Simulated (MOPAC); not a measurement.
MOPAC input (MNDO):

```
MNDO 1SCF GEO-OK AUX(PRECISION=9) THREADS=1
ILi

Li   -0.00000000 1   -0.00000000 1   -2.26434100 1
I     0.00000000 1    0.00000000 1    0.12817000 1
```

Output:

```
 *******************************************************************************
 **                                                                           **
 **                              MOPAC v23.2.5                                **
 **                                                                           **
 *******************************************************************************
 ** MOPAC's Digital Object Identifier: https://doi.org/10.5281/zenodo.6511958 **
 **                                                                           **
 ** Please cite the open-source release paper for use of this MOPAC version:  **
 ** J. E. Moussa and J. J. P. Stewart (2026)                                  **
 ** MOPAC: An open-source semiempirical molecular orbital program             **
 ** J. Open Source Softw., 11(119), 8025, https://doi.org/10.21105/joss.08025 **
 *******************************************************************************

                              MNDO CALCULATION RESULTS

 *******************************************************************************
 *  MNDO       - The MNDO Hamiltonian to be used
 *  GEO-OK     - OVERRIDE INTERATOMIC DISTANCE AND OTHER SAFETY CHECKS
 *  1SCF       - DO 1 SCF AND THEN STOP
 *  AUX        - OUTPUT AUXILIARY INFORMATION
 *******************************************************************************
MNDO 1SCF GEO-OK AUX(PRECISION=9) THREADS=1
 ILi

   ATOM   CHEMICAL          X               Y               Z
  NUMBER   SYMBOL      (ANGSTROMS)     (ANGSTROMS)     (ANGSTROMS)

     1      Li         -0.00000000  *  -0.00000000  *  -2.26434100  *
     2       I          0.00000000  *   0.00000000  *   0.12817000  *

          CARTESIAN COORDINATES

    NO.       ATOM           X           Y           Z

     1        Li         -0.0000     -0.0000     -2.2643
     2         I          0.0000      0.0000      0.1282

 Li: (MNDO): TAKEN FROM MNDOC BY W.THIEL (QCPE NO.438, V. 2, P.63, (1982))
  I: (MNDO): M.J.S.DEWAR, E.F. HEALY, J.J.P. STEWART, J.COMP.CHEM., 5,358,(1984)

           Empirical Formula: Li I  =     2 atoms

      MOLECULAR POINT GROUP   :   C*v

      RHF CALCULATION, NO. OF DOUBLY OCCUPIED LEVELS = 4

 -------------------------------------------------------------------------------
 MNDO 1SCF GEO-OK AUX(PRECISION=9) THREADS=1
 ILi

     1SCF WAS SPECIFIED, SO BFGS WAS NOT USED
     SCF FIELD WAS ACHIEVED

                              MNDO CALCULATION
                                                       MOPAC v23.2.5 Linux

          FINAL HEAT OF FORMATION =         -9.40649 KCAL/MOL =     -39.35677 KJ/MOL

          COSMO AREA              =         95.09 SQUARE ANGSTROMS
          COSMO VOLUME            =         80.96 CUBIC ANGSTROMS

          IONIZATION POTENTIAL    =          8.625193 EV
          HOMO LUMO ENERGIES (EV) =         -8.625 -1.155
          NO. OF FILLED LEVELS    =          4
          MOLECULAR WEIGHT        =        133.8445         POINT GROUP:  C*v

          MOLECULAR DIMENSIONS (Angstroms)

            Atom       Atom       Distance
            I     2   Li     1     2.39251
            I     2   Li     1     0.00000
           Li     1    I     2     0.00000

          SCF CALCULATIONS        =          1

   ATOM   CHEMICAL          X               Y               Z
  NUMBER   SYMBOL      (ANGSTROMS)     (ANGSTROMS)     (ANGSTROMS)

     1      Li         -0.00000000  *  -0.00000000  *  -2.26434100  *
     2       I          0.00000000  *   0.00000000  *   0.12817000  *

                             CARTESIAN COORDINATES

   1   Li       -0.000000000    -0.000000000    -2.264341000
   2    I        0.000000000     0.000000000     0.128170000

           Empirical Formula: Li I  =     2 atoms

      MOLECULAR POINT GROUP   :   C*v

                  EIGENVALUES
 -23.22156  -9.51646  -8.62519  -8.62519  -1.15499   1.48715   1.48715   3.25150

              NET ATOMIC CHARGES AND DIPOLE CONTRIBUTIONS

  ATOM NO.   TYPE          CHARGE      No. of ELECS.   s-Pop       p-Pop
    1         Li           0.311920        0.6881     0.16187     0.52621
    2          I          -0.311920        7.3119     1.92461     5.38731
 DIPOLE           X         Y         Z       TOTAL
 POINT-CHG.     0.000     0.000    -3.584     3.584
 HYBRID        -0.000    -0.000    -3.623     3.623
 SUM           -0.000    -0.000    -7.207     7.207

          ATOMIC ORBITAL ELECTRON POPULATIONS

     Atom    s        px        py        pz
    1 Li   0.16187   0.09903   0.09903   0.32815
    2  I   1.92461   1.90097   1.90097   1.58537

 **********************
 *                    *
 * JOB ENDED NORMALLY *
 *                    *
 **********************

 == MOPAC DONE ==
```

The geometry given is a B3LYP-D3(BJ)/def2-TZVP minimum.
